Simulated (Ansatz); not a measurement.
Compare A (`CCCCCC1CCCC1`) with its isomer B (`C=CCCCCCCCC`).

Gas-phase electronic energies from Ansatz, PBE0-D4/def2-TZVP geometries. CCSD(T)/CBS is the MP2 limit (def2-TZVPP, def2-QZVPP) plus CCSD(T) − MP2 in def2-TZVPP, frozen cores. DFT in def2-TZVPP. B3LYP here is the variant with VWN-RPA as its local correlation; programs differ in this. Each species was taken in one conformer, which may not be the lowest.

A:

Z-matrix (Å, degrees):
```
C
C 1 1.519
H 1 1.094 2 111.1
H 1 1.094 2 111.1 3 119.5
H 1 1.092 2 111.7 3 -120.3
C 2 1.521 1 112.7 3 -59.7
H 2 1.097 1 109.7 3 61.9
H 2 1.095 1 109.3 3 177.8
C 6 1.523 2 114.4 1 176.4
H 6 1.098 2 109.2 1 -60.7
H 6 1.096 2 108.6 1 54.4
C 9 1.521 6 114.1 2 65.8
H 9 1.096 6 108.8 2 -57.4
H 9 1.096 6 109.0 2 -172.6
C 12 1.526 9 114.1 6 175.9
H 12 1.095 9 110.0 6 -60.8
H 12 1.097 9 108.6 6 54.7
C 15 1.530 12 111.9 9 -176.1
C 15 1.531 12 113.1 9 70.1
H 15 1.096 12 108.3 9 -53.4
C 18 1.536 15 105.0 12 -81.0
H 18 1.094 15 109.2 12 161.1
H 18 1.093 15 112.7 12 42.2
C 19 1.534 15 104.7 12 79.4
H 19 1.095 15 108.9 12 -163.0
H 19 1.092 15 113.5 12 -44.1
H 21 1.092 18 111.5 15 -146.2
H 21 1.093 18 110.7 15 95.6
H 24 1.093 19 110.5 15 -93.4
H 24 1.092 19 111.6 15 148.4
```

B:

```xyz
30

C     2.597    1.264    0.660
C     2.695    0.296   -0.241
C     2.533   -1.160    0.040
C     1.477   -1.873   -0.806
C     0.045   -1.391   -0.587
C    -0.356   -0.198   -1.448
C    -1.780    0.309   -1.208
C    -1.890    1.471   -0.225
C    -1.423    1.198    1.200
C    -2.253    0.157    1.932
H     2.371    1.045    1.699
H     2.739    2.305    0.396
H     2.923    0.560   -1.274
H     2.301   -1.298    1.102
H     3.497   -1.654   -0.134
H     1.539   -2.941   -0.572
H     1.735   -1.783   -1.868
H    -0.647   -2.211   -0.807
H    -0.094   -1.160    0.474
H    -0.249   -0.499   -2.497
H     0.350    0.625   -1.298
H    -2.204    0.646   -2.159
H    -2.415   -0.524   -0.884
H    -1.312    2.312   -0.626
H    -2.933    1.807   -0.194
H    -1.459    2.139    1.759
H    -0.369    0.902    1.190
H    -2.210   -0.819    1.443
H    -1.905    0.022    2.959
H    -3.305    0.455    1.975
```

(1) Which is lower in electronic energy at CCSD(T)/CBS, and by how much? (An estimate is asked.)

(2) Give E(B) − E(A) in kJ/mol with r2SCAN-D4, B2PLYP, HF/def2-TZVPP, ωB97M-V, PBE-D4, B3LYP, MP2/def2-TZVPP. (Estimate.)

Largest T1 diagnostic: 0.009.

## Answers

(1) Computed: A, by 80.0 kJ/mol.

(2) Computed: r2SCAN-D4 80.8, B2PLYP 74.4, HF/def2-TZVPP 71.4, ωB97M-V 82.1, PBE-D4 79.8, B3LYP 66.7, MP2/def2-TZVPP 90.8. None reverses the order clearly.

In def2-TZVPP, CCSD(T) changes the Hartree–Fock value by +9.5 kJ/mol (the triples alone add −1.6 kJ/mol) and MP2 by +19.4 kJ/mol. From PBE to PBE0 (25 % exact exchange), in def2-TZVPP and without D4, E(B) − E(A) moves by +12.6 kJ/mol.
